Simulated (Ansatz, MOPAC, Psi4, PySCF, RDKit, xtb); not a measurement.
Two geometries of SMILES FB(F)B(F)F (B2F4), relaxed at B3LYP-D3(BJ)/def2-SVP with one dihedral held; other torsions can differ between them too.

Structure A

```
6

F      1.4203     0.8393     0.9613
B      0.8244     0.0463     0.0889
F      1.6102    -0.7058    -0.6606
B     -0.8896    -0.0057    -0.0668
F     -1.5043     0.5634    -1.0881
F     -1.6503    -0.6154     0.8248
```

Structure B

```
6

F      1.3810     0.9326     0.8968
B      0.8172     0.0935     0.0483
F      1.6241    -0.6664    -0.6674
B     -0.8996    -0.0067    -0.1144
F     -1.6925     0.9294     0.3702
F     -1.4749    -1.0229    -0.7287
```

Question: Which is lower in energy at the level CCSD(T) on RHF/cc-pVTZ, frozen core // B3LYP-D3(BJ)/def2-SVP run with Ansatz (a first-principles code), and by how much?

Answer: B is lower, by 0.33 kcal/mol (dihedral F1–B2–B4–F5: 105° in A, 15° in B).

E(B) − E(A) in kcal/mol at the other levels, on the same two geometries: B3LYP/def2-TZVP // B3LYP-D3(BJ)/def2-SVP (Psi4) 0.08; B3LYP-D3(BJ)/def2-TZVP // B3LYP-D3(BJ)/def2-SVP (Psi4) 0.06; PBE/def2-TZVP // B3LYP-D3(BJ)/def2-SVP (Psi4) 0.09; PBE-D3(BJ)/def2-TZVP // B3LYP-D3(BJ)/def2-SVP (Psi4) 0.08; M06-2X/def2-TZVP // B3LYP-D3(BJ)/def2-SVP (Psi4) -0.26; RHF/cc-pVTZ // B3LYP-D3(BJ)/def2-SVP (Ansatz) 0.01; MP2 on RHF/cc-pVTZ, frozen core // B3LYP-D3(BJ)/def2-SVP (Ansatz) -0.22; CCSD on RHF/cc-pVTZ, frozen core // B3LYP-D3(BJ)/def2-SVP (Ansatz) -0.30; UFF // B3LYP-D3(BJ)/def2-SVP (RDKit) -8.04; AM1, restricted, heats of formation // B3LYP-D3(BJ)/def2-SVP (MOPAC) 0.92; PM7, restricted, heats of formation // B3LYP-D3(BJ)/def2-SVP (MOPAC) 1.63; GFN1-xTB // B3LYP-D3(BJ)/def2-SVP (xtb) 0.48; restricted B3LYP/6-31G*, spherical d // B3LYP-D3(BJ)/def2-SVP (PySCF) -0.13; restricted Hartree-Fock/STO-3G // B3LYP-D3(BJ)/def2-SVP (PySCF) 0.70; restricted Hartree-Fock/3-21G // B3LYP-D3(BJ)/def2-SVP (PySCF) 0.22; restricted MP2 (frozen core)/3-21G // B3LYP-D3(BJ)/def2-SVP (PySCF) -0.59.
